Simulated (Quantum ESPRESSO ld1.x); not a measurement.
Species: the osmium ion Os73+. Configuration: [He] 2s1. Calculated with ld1.x of Quantum ESPRESSO 7.5: scalar-relativistic Kohn-Sham, LDA (Slater exchange, Perdew-Wang correlation), spin-polarised, spherical densities, point nucleus; open shells are filled with parallel spins first. Some entries of the table are withheld. Estimate them.

orbital,occ.,eigenvalue (eV),r(max) (bohr)
1s up,1,(1),0.011
1s down,1,(2),0.011
2s up,1,(3),0.062
2s down,0,(4),0.062

Answer. 
(1) 1s up eigenvalue (eV): -83244.7
(2) 1s down eigenvalue (eV): -83215.2
(3) 2s up eigenvalue (eV): -20825.2
(4) 2s down eigenvalue (eV): -20707.5
